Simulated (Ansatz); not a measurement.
Calculated with Ansatz (gas phase, PBE0-D4/def2-TZVP geometries, no zero-point term in ΔE). CBS: MP2 limit from def2 TZ/QZ plus the TZ coupled-cluster correction, frozen cores. This one scheme is used for every species. DFT in def2-TZVPP. HSE06 is defined as in plane-wave codes.

Reaction (formal exchange of groups at the Si–F bond): `CC1=C[SiH]1F` + `[AlH3]` → `CC1=C[SiH]1[AlH2]` + H–F

CCSD(T)/CBS gives +125.2 kJ/mol.

(1) Another level gave +107.0 kJ/mol. Which?
A. HSE06/def2-TZVPP
B. r2SCAN0/def2-TZVPP
C. revPBE/def2-TZVPP
D. SCS-MP2/def2-TZVPP

Largest T1 diagnostic among the species: 0.014.

Results:

(1) C. revPBE 107.0, r2SCAN0 130.8, HSE06 114.9, SCS-MP2/def2-TZVPP 136.4 kJ/mol.

In def2-TZVPP, CCSD(T) changes the Hartree–Fock value by −42.0 kJ/mol (the triples alone add −7.0 kJ/mol) and MP2 by −38.8 kJ/mol. The D4 term adds −5.9 kJ/mol with B3LYP and −3.5 kJ/mol with PBE0; it sums over pairs of atoms, weighted by their polarisabilities, and B3LYP, whose exchange is more repulsive, gets the larger term.

B3LYP here is the variant with VWN-RPA as its local correlation; programs differ in this.
